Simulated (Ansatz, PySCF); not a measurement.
1,2-difluorocyclobutene (C₄H₄F₂), SMILES FC1=C(F)CC1. Atoms are numbered in the order given.

```xyz
10

F     -1.6080     0.0000    -1.1295
C     -0.6694     0.0000    -0.1956
C      0.6694     0.0000    -0.1956
F      1.6080     0.0000    -1.1295
C      0.7882     0.0000     1.3061
C     -0.7882     0.0000     1.3061
H      1.2415    -0.9002     1.7512
H      1.2415     0.9002     1.7512
H     -1.2415     0.9002     1.7512
H     -1.2415    -0.9002     1.7512
```
Charge 0, spin multiplicity 1.

Geometry: B3LYP-D3(BJ)/def2-SVP.

Vertical ionisation energy (IE) and electron affinity (EA) in eV. Rows of orbital energies are one-electron estimates. Where ΔSCF, EOM or ADC give a negative EA the extra electron is unbound and the value depends on the basis.

```
level                                                                        IE          EA
-------------------------------------------------------------------  ----------  ----------
−ε(HOMO), −ε(LUMO), M06-2X/def2-TZVP (PySCF)                               8.31       -1.86
−ε(HOMO), −ε(LUMO), PBE/def2-TZVP (PySCF)                                  5.74        0.13
ΔSCF, PBE0/def2-SVPD (Ansatz), final states of multiplicity 2 and 2  (withheld)  (withheld)
ΔSCF, PBE/def2-SVPD (Ansatz), final states of multiplicity 2 and 2         9.25       -1.67
```

Question: Complete the blanks. (The exact figures need the calculation; the answer reports its results.)

Answer: 
- ΔSCF, PBE0/def2-SVPD (Ansatz, a first-principles code), final states of multiplicity 2 and 2, IE: 9.44
- ΔSCF, PBE0/def2-SVPD (Ansatz), final states of multiplicity 2 and 2, EA: -1.85

Question: What vertical singlet–triplet gap does ΔSCF give with PBE0/def2-SVPD (Ansatz) and with PBE/def2-SVPD (Ansatz)? (The exact figures need the calculation; the answer reports its results.)

Answer: 4.51 and 4.61 eV (triplet above singlet where positive).
